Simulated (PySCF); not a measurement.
# Static response to an electric field

Species: Ge(iPr)H3, C₃H₁₀Ge.
Geometry (PBE0-D3(BJ)/def2-SVP, Å), atoms numbered from 1 in this order:
```
atom  x, y, z in Å
Ge1    0.1758    0.3501   -1.6821
C2     0.1763    0.3245    0.2889
C3     0.9804   -0.8599    0.8163
C4    -1.2471    0.3410    0.8363
H5     0.6835    1.2581    0.5910
H6     2.0193   -0.8521    0.4515
H7     0.5284   -1.8187    0.5121
H8     1.0143   -0.8535    1.9191
H9    -1.2453    0.3692    1.9394
H10   -1.8180    1.2139    0.4833
H11   -1.8016   -0.5635    0.5350
H12    1.6207    0.3678   -2.2213
H13   -0.5718    1.5924   -2.2121
H14   -0.5344   -0.9134   -2.2141
```

Level: CAM-B3LYP/def2-SVPD (PySCF), static field, nuclei fixed, core orbitals frozen in the response. The polarisability tensor in these axes (au):

```
x   68.88 -2.53 -1.72
y   -2.53 65.65 -3.35
z   -1.72 -3.35 78.31
```

**Question.** Give the principal values, the mean and the anisotropy Δα = √{½[(α1 − α2)² + (α2 − α3)² + (α1 − α3)²]}.

**Answer.** Principal values 63.32, 70.26 and 79.25 au; mean 70.94 au = 10.51 Å³ = 11.70 × 10⁻⁴⁰ C²·m²/J; Δα = 13.84 au (20 % of the mean).

**Question.** What is the dipole moment, and where does it point?

**Answer.** (0.05, 0.07, 0.81) D, 0.82 D in size, pointing from the negative to the positive side. Measured along this direction, the outermost atoms are H14 at the negative end and H8 and H9 at the positive end.

**Question.** In a dilute gas of rigid molecules at 500 K, how does the orientational term μ²/3kT compare with the electronic polarisability?

**Answer.** In Gaussian units μ²/3kT = 3.22 Å³ against 10.51 Å³, a ratio of 0.31; the Debye molar polarisation (4π/3)N_A(α + μ²/3kT) is 34.6 cm³/mol, leaving out the vibrational part.

**Question.** Find the Langevin capture rate constant for H3O+ (19.018 u) meeting this molecule (119.999 u), k = 2.342 × 10⁻⁹ cm³/s × √(α in Å³ / reduced mass in u).

**Answer.** The reduced mass is 16.42 u, so k = 1.87 × 10⁻⁹ cm³/s. The formula leaves out the permanent dipole, which adds to the capture rate.

**Question.** What depolarisation ratio follows for Rayleigh scattering of linearly polarised light, taking the static tensor?

**Answer.** ρ = 3Δα²/(45ᾱ² + 4Δα²) = 574.5/(226481 + 765.9) = 0.00253.

**Question.** Refractivity n − 1 of an ideal gas of it at 500 K and 1 atm, from the electronic α?

**Answer.** N = p/kT = 1.4678 × 10¹⁹ cm⁻³, so n − 1 = 2π × N × 10.51 × 10⁻²⁴ cm³ = 970 × 10⁻⁶ at long wavelengths, for an ideal gas.

Isolated species at its PBE0-D3(BJ)/def2-SVP geometry, gas phase. The calculation is non-relativistic, for germanium too.
